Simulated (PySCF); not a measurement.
CH₇Si₂, SMILES [SiH3][CH][SiH3], multiplicity 2. Atoms are numbered in the order given.

```xyz
10

Si     1.6609     0.0000    -0.1354
C      0.0000     0.0000     0.6957
Si    -1.6609     0.0000    -0.1354
H      2.4480     1.2071     0.2640
H      2.4480    -1.2071     0.2640
H      1.4955     0.0000    -1.6176
H      0.0000     0.0000     1.7958
H     -2.4480     1.2071     0.2640
H     -2.4480    -1.2071     0.2640
H     -1.4955     0.0000    -1.6176
```
Charge 0, spin multiplicity 2.

Geometry optimised at ωB97X-D3(BJ)/def2-SVP. The isomer is the one that the SMILES or the coordinates give; other isomers of the formula were not compared.

Calculation: PBE/pcH-1 (PySCF).

Unrestricted Kohn–Sham, ⟨S²⟩ = 0.753. Hyperfine tensors hold the contact and dipolar terms, without spin-orbit corrections.

### Question
Estimate the hyperfine couplings. (An estimate is asked for; the answer gives what the named calculation found.)

### Answer

| nucleus | A(iso) (MHz) | A(iso) (G) | dipolar principal values (MHz) |
|---|---|---|---|
| 29Si no. 1 | 43.1 | 15.4 | -2.0, 0.6, 1.3 |
| 13C no. 2 | 64.3 | 23.0 | -70.6, -69.7, 140.3 |
| 29Si no. 3 | 43.1 | 15.4 | -2.0, 0.6, 1.3 |
| 1H no. 4 | 76.1 | 27.1 | -3.2, -1.5, 4.7 |
| 1H no. 5 | 76.1 | 27.1 | -3.2, -1.5, 4.7 |
| 1H no. 6 | -2.2 | -0.8 | -2.8, -2.5, 5.3 |
| 1H no. 7 | -50.7 | -18.1 | -32.2, -1.3, 33.5 |
| 1H no. 8 | 76.1 | 27.1 | -3.2, -1.5, 4.7 |
| 1H no. 9 | 76.1 | 27.1 | -3.2, -1.5, 4.7 |
| 1H no. 10 | -2.2 | -0.8 | -2.8, -2.5, 5.3 |

### Question
And the g tensor (effective nuclear charges for spin-orbit coupling, GIAO)? (The exact figures need the calculation; the answer reports its results.)

### Answer
principal values 2.0022, 2.0029, 2.0030; isotropic 2.0027.
